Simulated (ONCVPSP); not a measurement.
# Pseudopotential generation for Pt: ONCV, PBE, scalar-relativistic.

Input for ONCVPSP 4.0.1:

```
# ATOM AND REFERENCE CONFIGURATION
# atsym  z   nc   nv     iexc    psfile
  Pt 78.00   10    4        4      upf
#
#   n    l    f
    1    0    2.00
    2    0    2.00
    2    1    6.00
    3    0    2.00
    3    1    6.00
    3    2   10.00
    4    0    2.00
    4    1    6.00
    4    2   10.00
    4    3   14.00
    5    0    2.00
    5    1    6.00
    5    2    9.00
    6    0    1.00
#
# PSEUDOPOTENTIAL AND OPTIMIZATION
# lmax
    2
#
#   l,   rc,      ep,       ncon, nbas, qcut
    0    1.60    0.00    4    8    9.00
    1    1.85    0.00    4    8    6.20
    2    1.70    0.00    4    9    8.00
#
# LOCAL POTENTIAL
# lloc, lpopt,  rc(5),   dvloc0
    4    5    1.55    4.00
#
# VANDERBILT-KLEINMAN-BYLANDER PROJECTORs
# l, nproj, debl
    0    2    3.90
    1    2    2.10
    2    3    2.90
#
# MODEL CORE CHARGE
# icmod, fcfact, rcfact
    0    0.00    0.00
#
# LOG DERIVATIVE ANALYSIS
# epsh1, epsh2, depsh
   -5.00    5.00    0.04
#
# OUTPUT GRID
# rlmax, drl
    6.00    0.01
#
# TEST CONFIGURATIONS
# ncnf
    4
# nvcnf
#   n    l    f
    4
    5    0    2.00
    5    1    6.00
    5    2    9.00
    6    0    0.00
#
    4
    5    0    2.00
    5    1    6.00
    5    2    8.00
    6    0    0.00
#
    4
    5    0    2.00
    5    1    6.00
    5    2    7.00
    6    0    0.00
#
    4
    5    0    2.00
    5    1    6.00
    5    2    6.00
    6    0    0.00
#
```

Command:

```bash
oncvpsp.x < Pt.dat > Pt.out
```

Output (shortened: citation, most of the input echo, consistency checks and plot data are left out):

```
ONCVPSP  (Optimized Norm-Conservinng Vanderbilt PSeudopotential)
scalar-relativistic version 4.0.1

#   n    l    f        energy (Ha)
    1    0    2.00    -2.8825898E+03
    2    0    2.00    -5.0638549E+02
    2    1    6.00    -4.3878888E+02
    3    0    2.00    -1.1894639E+02
    3    1    6.00    -9.9265241E+01
    3    2   10.00    -7.7944108E+01
    4    0    2.00    -2.5560096E+01
    4    1    6.00    -1.9107263E+01
    4    2   10.00    -1.1275922E+01
    4    3   14.00    -2.5752918E+00
    5    0    2.00    -3.7417935E+00
    5    1    6.00    -2.0586542E+00
    5    2    9.00    -2.2568882E-01
    6    0    1.00    -2.0797764E-01

Reference configufation results
  iterations    29
  all-electron total energy (Ha)   -1.84135155D+04

Begin loop to  construct optimized pseudo wave functions
and semi-local pseudopoentials for all angular momenta

Calculating optimized projector #   1

 for l=   0

    Fraction of norm inside rc  0.966758
    Optimizing pswf for qcut=   9.00 a_B^-1,  ecut=  40.53 Ha
    Residual kinetic energy error=  1.35D-07 Ha

    Energy error per electron        Cutoff
         Ha          eV             Ha
         0.01000     0.27211       20.63
         0.00100     0.02721       26.39
         0.00010     0.00272       31.05
         0.00001     0.00027       34.59

Calculating optimized projector #   2

 for l=   0

    Fraction of norm inside rc  0.070657
    Optimizing pswf for qcut=   9.00 a_B^-1,  ecut=  40.53 Ha
    Residual kinetic energy error=  2.21D-07 Ha

    Energy error per electron        Cutoff
         Ha          eV             Ha
         0.01000     0.27211       16.91
         0.00100     0.02721       24.57
         0.00010     0.00272       30.27
         0.00001     0.00027       34.58

   Wellstate for l =  1  n =  6
     eigenvalue =   0.0413
     asymptotic potential =   0.5413
     half-point radius =  6.3609

Calculating optimized projector #   1

 for l=   1

    Fraction of norm inside rc  0.957837
    Optimizing pswf for qcut=   6.19 a_B^-1,  ecut=  19.19 Ha
    Residual kinetic energy error=  8.50D-06 Ha

    Energy error per electron        Cutoff
         Ha          eV             Ha
         0.01000     0.27211       11.65
         0.00100     0.02721       14.62
         0.00010     0.00272       16.90
         0.00001     0.00027       19.96

Calculating optimized projector #   2

 for l=   1

    Fraction of norm inside rc  0.050547
    Optimizing pswf for qcut=   6.19 a_B^-1,  ecut=  19.19 Ha
    Residual kinetic energy error=  4.13D-06 Ha

    Energy error per electron        Cutoff
         Ha          eV             Ha
         0.01000     0.27211        8.47
         0.00100     0.02721       11.83
         0.00010     0.00272       14.50
         0.00001     0.00027       17.10

   Wellstate for l =  2  n =  7
     eigenvalue =   2.6743
     asymptotic potential =   3.1743
     half-point radius =  3.4490

   Wellstate for l =  2  n =  8
     eigenvalue =   5.5743
     asymptotic potential =   6.0743
     half-point radius =  3.2170

Calculating optimized projector #   1

 for l=   2

    Fraction of norm inside rc  0.592984
    Optimizing pswf for qcut=   7.99 a_B^-1,  ecut=  31.92 Ha
    Residual kinetic energy error=  1.06D-07 Ha

    Energy error per electron        Cutoff
         Ha          eV             Ha
         0.01000     0.27211       15.13
         0.00100     0.02721       19.77
         0.00010     0.00272       23.79
         0.00001     0.00027       26.97

Calculating optimized projector #   2

 for l=   2

    Fraction of norm inside rc  0.097651
    Optimizing pswf for qcut=   7.99 a_B^-1,  ecut=  31.92 Ha
    Residual kinetic energy error=  6.59D-07 Ha

    Energy error per electron        Cutoff
         Ha          eV             Ha
         0.01000     0.27211       15.70
         0.00100     0.02721       20.27
         0.00010     0.00272       24.00
         0.00001     0.00027       26.93

Calculating optimized projector #   3

 for l=   2

    Fraction of norm inside rc  0.108427
    Optimizing pswf for qcut=   7.99 a_B^-1,  ecut=  31.92 Ha
    Residual kinetic energy error=  9.08D-06 Ha

    Energy error per electron        Cutoff
         Ha          eV             Ha
         0.01000     0.27211       17.92
         0.00100     0.02721       22.82
         0.00010     0.00272       26.16
         0.00001     0.00027       31.50

Construct Vanderbilt / Kleinmman-Bylander projectors

B matrix Hermiticity error, ll=   0
   1   2    5.7662E-04

  Orthonormal projector coefficients  2.4941E+01 -1.9679E+00

B matrix Hermiticity error, ll=   1
   1   2    2.3006E-04

  Orthonormal projector coefficients -1.8666E+00  7.4477E-01

B matrix Hermiticity error, ll=   2
   1   2   -3.5176E-04
   1   3    5.6373E-04
   2   3    2.4858E-04

  Orthonormal projector coefficients -2.1589E+00  3.6072E-01 -2.5351E-01

Pseudoatom total energy -120.684792

Diagnostic tests using Vanderbilt-Kleinman-Bylander pseudopotentials
  1 or more projectors used as specified by nproj input data

   l    rcore       rmatch      e in        delta e   norm test  slope test

   0   1.6050159   1.6537477  -3.7417935   0.0000056   1.0002967   1.0002774
   0   1.6050159   1.6537477  -0.2079776   0.0000045   1.0000412   1.0000331

   1   1.8528100   1.9090653  -2.0586542   0.0000065   1.0002093   1.0002062
   1   1.8528100   1.9090653   0.0413458   0.0000158   1.0002410   1.0002410

   2   1.7039590   1.7556949  -0.2256888  -0.0000060   1.0001119   1.0001079
   2   1.7039590   1.7556949   2.6743112   0.0000392   1.0003807   1.0003807
   2   1.7039590   1.7556949   5.5743112   0.0002357   1.0004383   1.0004383

 Testing for bound ghosts
   n   l    E NL Schr. Eq   E Basis Diag.   E Cutoff

   1   0       -3.741788       -3.741787    102.89
   2   0       -0.207973       -0.157274    102.89

   2   1       -2.058648       -2.058647     88.83

   3   2       -0.225695       -0.222160    190.82

 Testing for highly-localized positive-energy ghosts
       l    <radius>/rc     E Basis Diag.   E Cutoff

       0        0.727590       35.182913    102.89  WARNING - GHOST(+)

Test configuration 0

   n   l     f        eae           eps        diff
   1   0  2.0000-2882.58977367
   2   0  2.0000 -506.38549181
   2   1  6.0000 -438.78887724
   3   0  2.0000 -118.94638657
   3   1  6.0000  -99.26524108
   3   2 10.0000  -77.94410828
   4   0  2.0000  -25.56009571
   4   1  6.0000  -19.10726267
   4   2 10.0000  -11.27592159
   4   3 14.0000   -2.57529182
   5   0  2.0000   -3.74179352   -3.74178796    5.56D-06
   5   1  6.0000   -2.05865417   -2.05864768    6.49D-06
   5   2  9.0000   -0.22568882   -0.22569485   -6.03D-06
   6   0  1.0000   -0.20797764   -0.20797310    4.54D-06

    Total energies and differences
      AE_ref= -1.84135155D+04  AE_tst= -1.84135155D+04  dif=  0.00D+00
      PS_ref= -1.20684792D+02  PS_tst= -1.20684792D+02  dif=  1.14D-13
      PSP excitation error= -1.14D-13

Test configuration 1

   n   l     f        eae           eps        diff
   1   0  2.0000-2882.89240984
   2   0  2.0000 -506.68531004
   2   1  6.0000 -439.08875233
   3   0  2.0000 -119.24688898
   3   1  6.0000  -99.56574982
   3   2 10.0000  -78.24436605
   4   0  2.0000  -25.86106209
   4   1  6.0000  -19.40820667
   4   2 10.0000  -11.57675623
   4   3 14.0000   -2.87621042
   5   0  2.0000   -4.04436786   -4.04497726   -6.09D-04
   5   1  6.0000   -2.36315234   -2.36331569   -1.63D-04
   5   2  9.0000   -0.52566799   -0.52560551    6.25D-05

    Total energies and differences
      AE_ref= -1.84135155D+04  AE_tst= -1.84131776D+04  dif=  3.38D-01
      PS_ref= -1.20684792D+02  PS_tst= -1.20346757D+02  dif=  3.38D-01
      PSP excitation error= -1.51D-04

Test configuration 2

   n   l     f        eae           eps        diff
   1   0  2.0000-2883.36447650
   2   0  2.0000 -507.15873813
   2   1  6.0000 -439.56215014
   3   0  2.0000 -119.71931376
   3   1  6.0000 -100.03816843
   3   2 10.0000  -78.71701409
   4   0  2.0000  -26.33295258
   4   1  6.0000  -19.88008133
   4   2 10.0000  -12.04865177
   4   3 14.0000   -3.34775115
   5   0  2.0000   -4.51160619   -4.51211824   -5.12D-04
   5   1  6.0000   -2.82397749   -2.82429146   -3.14D-04
   5   2  8.0000   -0.95099938   -0.95099293    6.45D-06

    Total energies and differences
      AE_ref= -1.84135155D+04  AE_tst= -1.84124439D+04  dif=  1.07D+00
      PS_ref= -1.20684792D+02  PS_tst= -1.19612972D+02  dif=  1.07D+00
      PSP excitation error= -1.97D-04

Test configuration 3

   n   l     f        eae           eps        diff
   1   0  2.0000-2883.90083496
   2   0  2.0000 -507.69692379
   2   1  6.0000 -440.10034570
   3   0  2.0000 -120.25504433
   3   1  6.0000 -100.57389057
   3   2 10.0000  -79.25320425
   4   0  2.0000  -26.86717748
   4   1  6.0000  -20.41421329
   4   2 10.0000  -12.58272502
   4   3 14.0000   -3.88099001
   5   0  2.0000   -5.03602414   -5.03679059   -7.66D-04
   5   1  6.0000   -3.33861310   -3.33951325   -9.00D-04
   5   2  7.0000   -1.42458938   -1.42476499   -1.76D-04

    Total energies and differences
      AE_ref= -1.84135155D+04  AE_tst= -1.84112599D+04  dif=  2.26D+00
      PS_ref= -1.20684792D+02  PS_tst= -1.18428705D+02  dif=  2.26D+00
      PSP excitation error= -5.12D-04

Test configuration 4

   n   l     f        eae           eps        diff
   1   0  2.0000-2884.49199584
   2   0  2.0000 -508.29025247
   2   1  6.0000 -440.69374360
   3   0  2.0000 -120.84419384
   3   1  6.0000 -101.16302978
   3   2 10.0000  -79.84308193
   4   0  2.0000  -27.45362666
   4   1  6.0000  -21.00046799
   4   2 10.0000  -13.16880833
   4   3 14.0000   -4.46567544
   5   0  2.0000   -5.60673301   -5.60824405   -1.51D-03
   5   1  6.0000   -3.89641937   -3.89846425   -2.04D-03
   5   2  6.0000   -1.93775392   -1.93826660   -5.13D-04

    Total energies and differences
      AE_ref= -1.84135155D+04  AE_tst= -1.84095822D+04  dif=  3.93D+00
      PS_ref= -1.20684792D+02  PS_tst= -1.16750228D+02  dif=  3.93D+00
      PSP excitation error= -1.28D-03
```

The run took about 3.8 s on one core of a shared server CPU.
